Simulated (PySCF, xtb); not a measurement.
Be(Et)(OH) (C₂H₆BeO), SMILES C[CH2][Be][OH].

GFN2-xTB (xtb) at its own geometry gives an orbital gap of 6.46 eV and a dipole moment of 2.02 D.

Coordinates come from a ωB97X-D3(BJ)/def2-SVP optimisation. A frequency run showed that this geometry is not a minimum. One conformer was computed; it need not be the lowest.

What does PBE0/def2-TZVPD (PySCF) give? (The exact figures need the calculation; the answer reports its results.)

gap 7.49 eV (levels -7.69 and -0.19 eV), dipole 1.00 D.
